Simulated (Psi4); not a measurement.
CH$_{5}$O, charge +1, singlet, geometry from GFN2-xTB. Base run: Psi4 with M06-2X/def2-SVP.

Geometry (Å):
```xyz
7

C     -0.0193     0.7511     0.0009
O     -0.0195    -0.7100     0.0731
H     -1.0539     1.0848     0.0621
H      0.8996    -1.0560     0.0662
H      0.5255     1.1244     0.8667
H      0.4399     1.1124    -0.9182
H     -0.5397    -1.0921    -0.6670
```
Charge +1, spin multiplicity 1.
All else is at Psi4's defaults (density fitting).
Base energy -115.87094 Eh.

Each row names what was changed in the base input (with any setting that the change needs).

| change | ΔE vs base (µEh) | SCF cycles | grid points | basis functions |
|---|---|---|---|---|
| base | 0.0 | 7 | 151980 | 53 |
| d_convergence = 1e-8 | 0.0 | 10 | 151980 | 53 |
| guess = sapgau | 0.0 | 7 | 151980 | 53 |
| dft_spherical_points = 974 | -8.8 | 7 | 489378 | 53 |
| diis_max_vecs = 15 | 0.0 | 7 | 151980 | 53 |
| df_basis_scf = def2-universal-jkfit | 0.0 | 7 | 151980 | 53 |
| dft_radial_points = 35 | 200 | 7 | 72181 | 53 |
| scf_type = mem_df | 0.0 | 7 | 151980 | 53 |
| d_convergence = 1e-10 | 0.0 | 12 | 151980 | 53 |
| basis_guess = sto-3g | 0.0 | 7 | 151980 | 53 |
| dft_pruning_scheme = treutler | 260 | 7 | 84496 | 53 |
| diis_max_vecs = 3 | 0.0 | 9 | 151980 | 53 |
| ints_tolerance = 1e-8 | 0.0 | 7 | 151980 | 53 |
